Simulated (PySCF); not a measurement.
**F²⁺: interval between two levels**

F²⁺ [He] 2s2 2p3 [4S3/2, M_J = 3/2] → F²⁺ [He] 2s1 2p4 [4P5/2, M_J = 5/2], as a difference of total energies. Computed with PySCF 2.14 in x2c-SVPall-2c with one added diffuse shell of s type (4s2p1d, 15 functions), with the two-component X2C-1e Hamiltonian. Correlated levels: 1s2 frozen. "Screened" scales the spin-orbit matrix elements by Boettger's factors to mimic the two-electron term; Breit and QED terms are absent.

```csv
method,interval between two levels (cm⁻¹)
GHF (spin-free),147340
GMP2 (spin-free),147990
GHF (screened spin-orbit),147160
GMP2 (screened spin-orbit),147810
```

The labels give the starting determinants; with spin-orbit coupling the two ends relaxed to ⟨J²⟩ = 3.75, ⟨L²⟩ = 0.00, ⟨S²⟩ = 3.75 and ⟨J²⟩ = 8.75, ⟨L²⟩ = 2.00, ⟨S²⟩ = 3.75.
